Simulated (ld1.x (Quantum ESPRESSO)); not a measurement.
# Before and after: TM semilocal potential for Bi (Z = 83)

- Element: Bi (Z = 83)
- Generator: ld1.x (Quantum ESPRESSO) 7.5
- Type: norm-conserving Troullier–Martins (semilocal form)
- Functional: LDA (PZ)
- Relativity: scalar-relativistic
- Frozen core: [Xe] 4f14
- Valence charge: 15
- Reference configuration: 5d10 6s1 6p4
- Partial waves: 6s (bound): rc 1.40 bohr; 6p (bound): rc 2.50 bohr; 5d (bound): rc 1.45 bohr
- Local potential: the d channel
- Core correction: none

Change: wave 5d (bound): rc 1.45 bohr becomes 5d (bound): rc 1.54 bohr.

Cutoffs: the cutoffs (Ry, on a coarse ladder) from which the occupation-weighted sum of valence levels, in a spherical-Bessel basis at the reference potential, stays within 10 and 1 mRy of its value at 400 Ry; they do not see the model core or the augmentation charge, which bear on the density cutoff. Errors are all-electron minus pseudo energies relative to the spin-unpolarised reference configuration.

Problem. Predict the effect on cutoff, ghosts and configuration errors.

Solution. The potential gets neither clearly harder nor softer (90 Ry and 180 Ry → 90 Ry and 180 Ry); the errors of the 9 common tests hardly move; neither file shows a bound ghost. A semilocal file is local in each channel, so a ghost entry of none says nothing of the separable form that plane-wave codes build from it.

```tsv
quantity	base	changed
cutoff, loose	90 Ry	90 Ry
cutoff, tight	180 Ry	180 Ry
bound ghosts	none	none
error for 5d10 6s2 6p3, meV [ΔE -10.18 eV]	+9.1	+9.0
error for 5d10 6s2 6p2, meV [ΔE -2.02 eV]	-2.5	-2.6
error for 5d10 6s2 6p1, meV [ΔE 13.54 eV]	-17	-17
error for 5d10 6s2 6p3.3, meV [ΔE -11.33 eV]	+12	+12
error for 5d10 6s0 6p5, meV [ΔE 10.54 eV]	+16	+16
error for 5d10 6s2 6p2.5, meV [ΔE -6.97 eV]	+3.8	+3.7
error for 5d9 6s2 6p4, meV [ΔE 13.95 eV]	+120	+119
error for 5d10 6s1 6p4 (spin-polarised), meV [ΔE -1.02 eV]	+59	+59
error for 5d10 6s2 6p3 (spin-polarised), meV [ΔE -11.20 eV]	+30	+30
s: phases at 2.68 bohr within 0.05 rad from the reference energy up to (Ry; the scan ends near 5)	-0.2	-0.2
p: phases at 2.68 bohr within 0.05 rad from the reference energy up to (Ry; the scan ends near 5)	3.0	3.0
d: phases at 2.68 bohr within 0.05 rad from the reference energy up to (Ry; the scan ends near 5)	to the end of the scan	to the end of the scan
```
